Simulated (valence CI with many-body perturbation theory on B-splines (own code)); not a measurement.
## Forbidden lines of Ho17+

Computed by relativistic CI+MBPT: four valence electrons over a frozen Dirac-Fock core [Kr] 4d10, radial functions for each j: 8 s, 8 p, 9 d, 9 f, 6 g, 3 h, 2 i, with the one-electron correlation potential Σ1, the two-electron term Σ2, the three-electron term Σ3, Breit, model QED; selected CI, second order for the rest (own B-spline code, finite nucleus).

No measured spectrum was set against this ion. As an estimate, terms of the open shell hold to a few per cent of their energy, and close levels can change places. Core correlation moves these levels by up to 3400 cm⁻¹, and in measured spectra 5 to 20 % of such shifts remained as error; rates that hang on mixing are uncertain with them. Only levels of the ground parity were solved; by the run's estimate the other parity begins above the list, which can be wrong where configurations are misplaced.

Lines 51 to 100 of 120 in falling wavelength, among levels below 86932 cm⁻¹, chosen from the decays that carry over 1 % of a level's rate. Wavelengths and rates use the calculated energies, so an error of 2000 cm⁻¹ moves a line at 745.5 nm by 15 % and its rate by three times that or more. Electric multipoles are in the length gauge, E1 and E2 with the static RPA response of the core. Weak lines are less certain than strong ones. Lines between different terms over intervals too small for the method are left out, as are lines whose strength nearly cancels. Where a level lies close to another of its J and parity, the split of strength between their lines is uncertain.

Names give the largest LS component (configuration and term), which can be under half, so a name can repeat, a term be missing and a line seem to break the LS rules; names also repeat where a configuration has a term twice. Letters in brackets count levels of one name in rising energy.

```
λ vac (nm)         Upper         Lower  Type   A (s⁻¹)  Branch %
     745.5      4f4 5G_5      4f4 5F_5    M1  3.45e+00       6.9
     700.4  4f4 3P_1 [a]      4f4 5G_2    M1  1.36e+00       2.5
     699.4      4f4 5G_6      4f4 5F_5    M1  9.70e+00      25.3
     690.7  4f4 3G_3 [a]      4f4 5S_2    M1  6.76e-01       1.6
     668.3      4f4 3D_2      4f4 5S_2    M1  1.65e+01      24.5
     655.0      4f4 3M_8      4f4 3K_7    M1  2.65e+01      49.9
     649.4      4f4 3L_8      4f4 3K_7    M1  7.42e-01       2.6
     632.3      4f4 3L_7      4f4 3K_6    M1  3.66e+01      51.3
     620.1  4f4 3G_3 [a]      4f4 5F_3    M1  1.08e+01      26.1
     602.1      4f4 3D_2      4f4 5F_3    M1  2.58e+01      38.4
     581.3      4f4 3D_3      4f4 5G_3    M1  4.58e+00      13.6
     576.8  4f4 3F_4 [a]      4f4 5G_3    M1  1.27e+00       1.3
     565.4  4f4 1D_2 [a]      4f4 5G_2    M1  1.26e+00       2.3
     565.3      4f4 3D_3  4f4 5F_4 [b]    M1  9.21e+00      27.4
     561.0  4f4 3F_4 [a]  4f4 5F_4 [b]    M1  3.17e+01      33.2
     559.5  4f4 3F_4 [a]      4f4 5F_5    M1  1.60e+01      16.8
     545.0  4f4 3P_1 [a]      4f4 5S_2    M1  2.74e+01      49.4
     525.4  4f4 3H_6 [a]      4f4 5F_5    M1  6.78e-01       2.2
     513.3  4f4 3G_3 [a]      4f4 5F_2    M1  4.63e+00      11.2
     500.9      4f4 3D_2      4f4 5F_2    M1  1.35e+00       2.0
     491.8      4f4 3D_2      4f4 5F_1    M1  1.76e+01      26.3
     486.7      4f4 3K_8      4f4 5I_8    M1  3.48e+01      66.2
     467.8  4f4 3H_6 [a]      4f4 3K_6    M1  7.41e-01       2.4
     460.2      4f4 3K_7      4f4 5I_7    M1  2.47e+01      41.6
     459.6  4f4 1D_2 [a]      4f4 5S_2    M1  2.37e+01      42.8
     440.9      4f4 3D_3      4f4 5S_2    M1  4.09e+00      12.2
     428.2  4f4 3P_1 [a]      4f4 5F_2    M1  3.42e+00       6.2
     427.3  4f4 1D_2 [a]      4f4 5F_3    M1  3.38e+00       6.1
     427.2      4f4 3D_3  4f4 5F_4 [a]    M1  7.97e+00      23.7
     424.7  4f4 3F_4 [a]  4f4 5F_4 [a]    M1  4.65e+00       4.9
     421.6  4f4 3P_1 [a]      4f4 5F_1    M1  2.23e+01      40.3
     420.0      4f4 3K_6      4f4 5I_6    M1  1.33e+01      25.8
     411.1      4f4 3D_3      4f4 5F_3    M1  5.29e-01       1.6
     408.8  4f4 3F_4 [a]      4f4 5F_3    M1  1.13e+01      11.9
     394.2      4f4 3K_8      4f4 5I_7    M1  1.69e+01      32.2
     388.9  4f4 5F_4 [a]      4f4 5I_5    M1  9.72e+00      27.0
     382.4      4f4 5F_5      4f4 5I_6    M1  4.38e+00      33.1
     374.8      4f4 5F_2      4f4 5I_4    E2  1.84e-03      42.2
     373.7  4f4 1D_2 [a]      4f4 5F_2    M1  2.62e+00       4.7
     373.5      4f4 3K_7      4f4 5I_6    M1  3.41e+01      57.5
     368.7  4f4 1D_2 [a]      4f4 5F_1    M1  2.31e+01      41.7
     361.3      4f4 3P_0      4f4 5F_1    M1  5.38e+00      74.4
     344.3      4f4 3K_6      4f4 5I_5    M1  3.83e+01      74.0
     332.9      4f4 5F_3      4f4 5I_4    M1  3.16e-01      13.8
     323.1  4f4 5F_4 [a]      4f4 5I_4    M1  2.62e+01      72.9
     318.6      4f4 5F_5      4f4 5I_5    M1  4.29e+00      32.5
     318.1  4f4 5F_4 [b]      4f4 5I_5    M1  1.95e+01      31.2
     310.8      4f4 3M_8      4f4 5I_8    M1  6.00e+00      11.3
     309.6      4f4 3L_8      4f4 5I_8    M1  8.66e+00      30.7
     302.7  4f4 3H_5 [a]      4f4 5I_6    M1  2.83e+01      46.5
```
